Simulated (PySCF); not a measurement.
PySCF input (HF/def2-TZVPD):

```python
from pyscf import gto, scf, dft

mol = gto.M(
    atom='''
    B    -0.00000000   -0.00000000   -0.57607965
    O    -0.00000000   -0.00000000   -1.85962095
    Cl    0.00000000    0.00000000    1.04455093
    ''',
    basis='def2-tzvpd',
    charge=1,
    spin=1,
    symmetry='C2v',
    verbose=4,
)

mf = scf.UHF(mol).density_fit(auxbasis='def2-universal-jkfit')
mf.conv_tol = 1e-9
mf.max_cycle = 100
mf.max_memory = 1500
mf.kernel()
if not mf.converged:
    mf = mf.newton()
    mf.kernel(mf.make_rdm1())
mf.analyze()
```

End of the output:

```
Extra cycle  E= -558.785962306678  delta_E= -2.73e-11  |g|= 2.83e-06  |ddm|= 5.34e-06
converged SCF energy = -558.785962306678  <S^2> = 0.75980853  2S+1 = 2.0097846
**** SCF Summaries ****
Total Energy =                        -558.785962306678471
Nuclear Repulsion Energy =              69.026767344918042
One-electron Energy =                 -899.098785218204171
Two-electron Energy =                  271.286055566607672
Two-electron Coulomb Energy =          310.743794321122266
DFT Exchange-Correlation Energy =      -39.457738754514594
HOMO-LUMO gap [eV] =                    12.648964314665131
Wave-function symmetry = B2
alpha occupancy for each irrep:     A1   A2   B1   B2
                                     9    0    3    3
beta  occupancy for each irrep:     A1   A2   B1   B2
                                     9    0    3    2
**** MO energy ****
alpha MO #1 (A1 #1), energy= -105.172757656129 occ= 1
alpha MO #2 (A1 #2), energy= -20.9852741136333 occ= 1
alpha MO #3 (A1 #3), energy= -10.8996577828717 occ= 1
alpha MO #4 (A1 #4), energy= -8.36609016726986 occ= 1
alpha MO #5 (B2 #1), energy= -8.36607401192942 occ= 1
alpha MO #6 (B1 #1), energy= -8.36420660629525 occ= 1
alpha MO #7 (A1 #5), energy= -8.06375199346702 occ= 1
alpha MO #8 (A1 #6), energy= -1.7602369264847 occ= 1
alpha MO #9 (A1 #7), energy= -1.45277324169072 occ= 1
alpha MO #10 (A1 #8), energy= -1.02291434962252 occ= 1
alpha MO #11 (B2 #2), energy= -1.01340465423289 occ= 1
alpha MO #12 (A1 #9), energy= -0.937513038813165 occ= 1
alpha MO #13 (B1 #2), energy= -0.927126571006674 occ= 1
alpha MO #14 (B2 #3), energy= -0.798641237430084 occ= 1
alpha MO #15 (B1 #3), energy= -0.789756837188978 occ= 1
alpha MO #16 (B2 #4), energy= -0.156370412487675 occ= 0
alpha MO #17 (A1 #10), energy= -0.143389845745233 occ= 0
alpha MO #18 (B1 #4), energy= -0.140890990080763 occ= 0
alpha MO #19 (A1 #11), energy= -0.0672381134362999 occ= 0
alpha MO #20 (B2 #5), energy= -0.0650873109969545 occ= 0
alpha MO #21 (B1 #5), energy= -0.063192591958865 occ= 0
alpha MO #22 (A1 #12), energy= -0.046279223705243 occ= 0
alpha MO #23 (A1 #13), energy= -0.0308797866787061 occ= 0
alpha MO #24 (B2 #6), energy= -0.0146751588897018 occ= 0
alpha MO #25 (A2 #1), energy= -0.0128056003018802 occ= 0
alpha MO #26 (A1 #14), energy= -0.0127388736528873 occ= 0
alpha MO #27 (B1 #6), energy= -0.0109799608779237 occ= 0
alpha MO #28 (A1 #15), energy= 0.0311526503356334 occ= 0
alpha MO #29 (A1 #16), energy= 0.0788908585763599 occ= 0
alpha MO #30 (B2 #7), energy= 0.101051198614591 occ= 0
alpha MO #31 (B1 #7), energy= 0.103921380459729 occ= 0
alpha MO #32 (A1 #17), energy= 0.118617196917348 occ= 0
alpha MO #33 (A2 #2), energy= 0.118928431760166 occ= 0
alpha MO #34 (A1 #18), energy= 0.12413307363084 occ= 0
alpha MO #35 (B2 #8), energy= 0.15084507751255 occ= 0
alpha MO #36 (B1 #8), energy= 0.156362351172548 occ= 0
alpha MO #37 (A1 #19), energy= 0.167959398237577 occ= 0
alpha MO #38 (B2 #9), energy= 0.181440240679109 occ= 0
alpha MO #39 (B1 #9), energy= 0.187237648311536 occ= 0
alpha MO #40 (A1 #20), energy= 0.191456886612498 occ= 0
alpha MO #41 (A1 #21), energy= 0.299184653808774 occ= 0
alpha MO #42 (A2 #3), energy= 0.299496323743259 occ= 0
alpha MO #43 (A1 #22), energy= 0.322693346940583 occ= 0
alpha MO #44 (B2 #10), energy= 0.37381920745951 occ= 0
alpha MO #45 (B1 #10), energy= 0.384956204548955 occ= 0
alpha MO #46 (A1 #23), energy= 0.39756388983428 occ= 0
alpha MO #47 (A1 #24), energy= 0.413846403485176 occ= 0
alpha MO #48 (A2 #4), energy= 0.454511422195497 occ= 0
alpha MO #49 (A1 #25), energy= 0.454952075151101 occ= 0
alpha MO #50 (B2 #11), energy= 0.490456460738436 occ= 0
alpha MO #51 (B1 #11), energy= 0.50179512787208 occ= 0
alpha MO #52 (A1 #26), energy= 0.565387156394382 occ= 0
alpha MO #53 (A2 #5), energy= 0.565399106534998 occ= 0
alpha MO #54 (B2 #12), energy= 0.581621398026488 occ= 0
alpha MO #55 (B1 #12), energy= 0.584954693881095 occ= 0
alpha MO #56 (A1 #27), energy= 0.598450942633379 occ= 0
alpha MO #57 (B2 #13), energy= 0.66390761898824 occ= 0
alpha MO #58 (B1 #13), energy= 0.688215303546981 occ= 0
alpha MO #59 (A1 #28), energy= 0.707465507940071 occ= 0
alpha MO #60 (A1 #29), energy= 0.804245057838799 occ= 0
alpha MO #61 (A1 #30), energy= 0.87005202128617 occ= 0
alpha MO #62 (B2 #14), energy= 0.913091384263224 occ= 0
alpha MO #63 (B1 #14), energy= 0.921653627520973 occ= 0
alpha MO #64 (A1 #31), energy= 1.01989716856649 occ= 0
alpha MO #65 (B2 #15), energy= 1.03926838714239 occ= 0
alpha MO #66 (B1 #15), energy= 1.05375470414602 occ= 0
alpha MO #67 (A1 #32), energy= 1.16459887298485 occ= 0
alpha MO #68 (A1 #33), energy= 1.296003278359 occ= 0
alpha MO #69 (A2 #6), energy= 1.46336518759166 occ= 0
alpha MO #70 (A1 #34), energy= 1.46385710792236 occ= 0
alpha MO #71 (A1 #35), energy= 1.51662384033409 occ= 0
alpha MO #72 (B2 #16), energy= 1.56721473456911 occ= 0
alpha MO #73 (B1 #16), energy= 1.5672163614045 occ= 0
alpha MO #74 (B2 #17), energy= 1.72028140081976 occ= 0
alpha MO #75 (B1 #17), energy= 1.7373946498071 occ= 0
alpha MO #76 (A1 #36), energy= 1.74057123735665 occ= 0
alpha MO #77 (A2 #7), energy= 1.7405763468105 occ= 0
alpha MO #78 (B2 #18), energy= 1.85196114580047 occ= 0
alpha MO #79 (B1 #18), energy= 1.8741644570593 occ= 0
alpha MO #80 (A1 #37), energy= 1.90509737699108 occ= 0
alpha MO #81 (A2 #8), energy= 1.90513405000459 occ= 0
alpha MO #82 (A1 #38), energy= 1.97486031179268 occ= 0
alpha MO #83 (A2 #9), energy= 1.97852876148892 occ= 0
alpha MO #84 (A1 #39), energy= 1.97890347505418 occ= 0
alpha MO #85 (B2 #19), energy= 2.11877435526589 occ= 0
alpha MO #86 (B1 #19), energy= 2.11877744531368 occ= 0
alpha MO #87 (B2 #20), energy= 2.12075655857248 occ= 0
alpha MO #88 (B1 #20), energy= 2.13225014621583 occ= 0
alpha MO #89 (A1 #40), energy= 2.20290802552208 occ= 0
alpha MO #90 (A1 #41), energy= 2.45922553719945 occ= 0
alpha MO #91 (B2 #21), energy= 2.46688597729576 occ= 0
alpha MO #92 (B1 #21), energy= 2.47195210385316 occ= 0
alpha MO #93 (A2 #10), energy= 2.48709911122948 occ= 0
alpha MO #94 (A1 #42), energy= 2.48886489486151 occ= 0
alpha MO #95 (B2 #22), energy= 2.55773103948946 occ= 0
alpha MO #96 (A1 #43), energy= 2.58573486727962 occ= 0
alpha MO #97 (B1 #22), energy= 2.5916282356583 occ= 0
alpha MO #98 (A1 #44), energy= 2.90762675390468 occ= 0
alpha MO #99 (B2 #23), energy= 3.0305653745295 occ= 0
alpha MO #100 (B1 #23), energy= 3.06646054660933 occ= 0
alpha MO #101 (B2 #24), energy= 3.35528770362527 occ= 0
alpha MO #102 (B1 #24), energy= 3.37898633020949 occ= 0
[...]
```
